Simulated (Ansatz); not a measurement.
`COB(Cl)Cl`, charge 0, multiplicity 1.

Task: Give a relaxed structure at PBE0-D4/def2-TZVP (Ansatz 0.2.0). (Estimate.)

Result: The calculation gave: 
Cartesian coordinates in Å:
```
C 0.031 -0.663 -0.947
O 0.699 0.087 0.052
B 0.120 0.747 1.052
Cl 1.149 1.624 2.166
Cl -1.624 0.778 1.305
H 0.546 -1.619 -1.046
H -1.016 -0.831 -0.691
H 0.095 -0.122 -1.892
```
